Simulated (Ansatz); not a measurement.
`C#[C][AlH][GeH3]`, one more setting.

```yaml
crystal:
  periodic: [false, false, false]
  atoms:
    - {symbol: C, position_ang: [-0.256191, 1.151106, -2.700055]}
    - {symbol: C, position_ang: [0.056881, 1.051951, -1.534064]}
    - {symbol: Al, position_ang: [0.526037, 0.850804, 0.301514]}
    - {symbol: Ge, position_ang: [-0.122680, -1.236593, 1.452716]}
    - {symbol: H, position_ang: [-0.529923, 1.242433, -3.727089]}
    - {symbol: H, position_ang: [1.291041, 2.037284, 1.016397]}
    - {symbol: H, position_ang: [-0.060858, -2.465474, 0.526717]}
    - {symbol: H, position_ang: [0.758768, -1.536648, 2.680394]}
    - {symbol: H, position_ang: [-1.574574, -1.141064, 1.966470]}
basis:
  gaussian: {orbitals: def2-mTZVPP}
hamiltonian: {xc: {name: RPBE}, dispersion: d3bj}
output: {forces: true}
```

```sh
$ ansatz run in.yaml --threads 2 --pin off --events-out ev --progress --plain --max-ram 4352MiB
```

Shortened log:

```
Functional definition: RPBE
1232 factors; their error is unknown
mean field evaluation 1: about -65258.2295 eV, gradient 5.8e1 eV
mean field evaluation 2: about -65219.6266 eV, gradient 1.1e2 eV
mean field evaluation 4: about -65264.0309 eV, gradient 3.1e1 eV
mean field evaluation 8: about -65266.3749 eV, gradient 2.7e-1 eV
mean field evaluation 16: about -65266.3457 eV, gradient 2.7e-4 eV
mean field -65266.34568783 eV, -2398.4939649096 hartree, gradient 6.3e-5 eV, S^2 0.000000; 0 other end points of the search recorded, 0 dependent functions left out
reference -65266.34573430 eV, -2398.4939666174 hartree; 31, 31 occupied and 90, 90 virtual orbitals, 1232 factors
Total energy: -65267.51488558 eV, -2398.5369321345 hartree
Atom 0 at    -0.256191     1.151106    -2.700055 Å, force    -0.339154     0.082963    -1.226719 eV/Å
Atom 1 at     0.056881     1.051951    -1.534064 Å, force     0.346905    -0.078672     1.247085 eV/Å
Atom 2 at     0.526037     0.850804     0.301514 Å, force    -0.046217    -0.199977     0.161519 eV/Å
Atom 3 at    -0.122680    -1.236593     1.452716 Å, force     0.079859     0.199462    -0.120438 eV/Å
Atom 4 at    -0.529923     1.242433    -3.727089 Å, force    -0.058923     0.023874    -0.227831 eV/Å
Atom 5 at     1.291041     2.037284     1.016397 Å, force     0.084882     0.132864     0.073962 eV/Å
Atom 6 at    -0.060858    -2.465474     0.526717 Å, force     0.001060    -0.130125    -0.092074 eV/Å
Atom 7 at     0.758768    -1.536648     2.680394 Å, force     0.085745    -0.034951     0.129641 eV/Å
Atom 8 at    -1.574574    -1.141064     1.966470 Å, force    -0.154157     0.004562     0.054856 eV/Å
Dipole moment:    -0.015477     0.044055    -0.142717 e Å
```

It took 1.9 s on 2 threads of an Arm Neoverse V1 on a shared host, with 0.15 GiB of host memory at the peak.
